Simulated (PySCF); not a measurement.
# One molecule, many functionals

Compound: CH₇F₂PSi₂.
SMILES: `FC(F)[SiH2]P[SiH3]`

Linear-response calculations in the def2-SVPD basis (PySCF; singlets by full response, triplets Tamm–Dancoff, core orbitals frozen in the response; HF means time-dependent Hartree–Fock). 'Strongest' is the level of largest summed f among the singlets computed (10 roots, of which the last may lack a degenerate partner); it can jump between rows when another state enters that window. S1 is the lowest singlet of each run and needn't be the same state throughout; f(S1) is that of one state. The structure is a single PBE0-D3(BJ)/def2-SVP conformer in the gas phase; no vibrational or solvent corrections.

```csv
functional,kind,S1 (eV),f(S1),strongest (eV),T1 (eV),HOMO (eV),gap (eV),"ionisation energy, ΔSCF (eV)"
LDA,LDA,5.46,0.017,6.00,5.11,-6.64,5.29,9.54
PBE,GGA,5.55,0.013,6.07,5.08,-6.57,5.40,9.41
B3LYP,"global hybrid, 20% exact exchange",5.88,0.015,7.34,5.30,-7.43,6.90,9.54
PBE0,"global hybrid, 25% exact exchange",5.96,0.016,7.46,5.30,-7.65,7.29,9.52
BHandHLYP,"global hybrid, 50% exact exchange",6.24,0.017,7.94,5.47,-8.60,9.10,9.51
CAM-B3LYP,range-separated hybrid,6.11,0.015,7.75,5.41,-8.88,9.52,9.60
wB97X-D,range-separated hybrid,6.14,0.018,7.81,5.53,-9.43,10.78,9.60
LC-wPBE,range-separated hybrid,6.33,0.018,8.19,5.49,-10.20,11.90,9.65
HF,Hartree–Fock,6.64,0.024,8.72,5.46,-10.09,12.35,not settled
```

S1 runs from 5.46 eV (LDA) to 6.64 eV (HF), a spread of 1.18 eV, while the orbital gap spreads over 7.1 eV. Along PBE (0%), B3LYP (20%), PBE0 (25%), BHandHLYP (50%), HF (100%) S1 rises with the share of exact exchange. −ε(HOMO) comes closest to its own ΔSCF ionisation energy with wB97X-D (-0.17 eV) and misses most with LDA (-2.90 eV). 'Not settled' means that the ion's SCF failed to converge or may have ended in another state than the lowest.

Without π bonds the low states are Rydberg-like; a valence basis with one diffuse set may place them up to an eV too high.
